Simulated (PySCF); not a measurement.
Spectroscopy problems

Isolated molecule, single conformer, fast rotation and ring inversion assumed for equivalent nuclei, relativity neglected. GIAO PBE0/pcSseg-1 shieldings; geometry: GFN2-xTB; PySCF 2.14.

Chemical shifts δ = σref − σ; TMS for 1H (σref 31.72), 13C (σref 186.93), all at this level. Splittings of carbon signals by F and P are missing where no couplings were computed. Where no couplings were computed, multiplicities follow the n + 1 count of equivalent neighbours, and m marks all less simple cases (inequivalent or close neighbours, rings, F or P nearby). Shifts are as computed. Against solution values, carbons near 30 ppm lie about +3 ppm off and those near 130 ppm about +5 ppm. Of 1211 compounds with measured shifts, 218 miss one by over three times the rms of a fit or turn the order of signals round; such compounds aren't used in these exercises.

**Question.** C7H8F4. 1H NMR (400 MHz, computed): δ 6.45 (m, 1H), 6.35 (m, 1H), 5.35 (m, 1H), 2.38 (m, 1H), 2.17 (m, 1H), 2.15 (m, 1H), 2.00 (m, 1H), 1.83 (m, 1H). 13C{1H} NMR (computed): δ 144.3 (CH), 136.0 (C), 132.2 (CH), 83.3 (CH), 48.3 (CH), 29.9 (CH2), 20.1 (CH2). Identify the compound.

**Answer.** SMILES F[C@@H]1C=CCC[C@@H]1C(F)(F)F. Rings plus π bonds: 2 (1 ring in the answer). 7 carbon signals for 7 carbons: no two carbons are equivalent. Carbon types of the structure: 1 × C, 4 × CH, 2 × CH2, which accounts for all hydrogens. δC 144.3, 132.2: alkene CH; as expected for a trigonal carbon in a double bond. δC 136.0: CF3 carbon; 3 electronegative neighbours deshield it. δC 83.3: allylic sp3 CH bonded to F; pulled downfield by the heteroatom. δH 6.45, 6.35: hydrogen on an alkene CH; attached to an sp2 carbon and in the plane of the double bond.

This is the structure that produced the data.

**Question.** C3H6F2O3Si. 1H NMR (500 MHz, computed): δ 6.71 (m, 1H), 4.95 (s, 3H), 4.56 (m, 1H), 4.41 (m, 1H). 13C{1H} NMR (computed): δ 124.2 (CH), 76.0 (CH), 75.2 (CH). Give a structure.

**Answer.** `FC(F)O[C@@H]1O[C@@H]1O[SiH3]`. Rings plus π bonds: 1 (1 ring in the answer). 3 carbon signals for 3 carbons: no two carbons are equivalent. Carbon types of the structure: 3 × CH, leaving 3 H on heteroatoms. δC 124.2: sp3 CH bonded to 2 F and O; 3 electronegative neighbours deshield it. δC 76.0, 75.2: epoxide ring carbon; 2 electronegative neighbours deshield it. δH 6.71: hydrogen on an sp3 CH bonded to 2 F and O; its carbon carries F and O, an electronegative neighbour. δH 4.56, 4.41: hydrogen on an epoxide ring carbon; its carbon carries O, an electronegative neighbour.

The data come from this structure; uniqueness wasn't tested.

**Question.** C3H6F4OSi. 1H NMR (400 MHz, computed): δ 5.22 (m, 1H), 5.08 (m, 1H), 4.86 (m, 1H), 3.98 (s, 3H). 13C{1H} NMR (computed): δ 133.4 (C), 91.8 (CH), 55.1 (CH3). Give a structure.

**Answer.** `[SiH2](OC)[C@@H](F)C(F)(F)F`. The formula gives 0 degrees of unsaturation. 3 carbon signals for 3 carbons: no two carbons are equivalent. Carbon types of the structure: 1 × C, 1 × CH, 1 × CH3, leaving 2 H on heteroatoms. δC 133.4: CF3 carbon; 3 electronegative neighbours deshield it. δC 91.8: sp3 CH bonded to F and Si; deshielded by the electronegative neighbour. δC 55.1: methyl carbon bonded to O; the inductive effect lowers its shielding. δH 3.98: hydrogen on a methyl carbon bonded to O; its carbon carries O, hence the downfield position.

The shifts were computed for this structure.
